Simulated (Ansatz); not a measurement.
`O[SiH]1BO1`, charge 0, multiplicity 1.

Task: Give a relaxed structure at PBE0-D4/def2-TZVP (Ansatz). (Estimate.)

Result: The calculation gave: 
Cartesian coordinates in Å:
```
O -1.111 -0.413 -1.259
Si -0.003 0.354 -0.334
B 1.171 -0.550 0.830
O 0.003 -0.103 1.339
H -1.920 0.054 -1.474
H -0.194 1.819 -0.444
H 2.054 -1.162 1.341
```
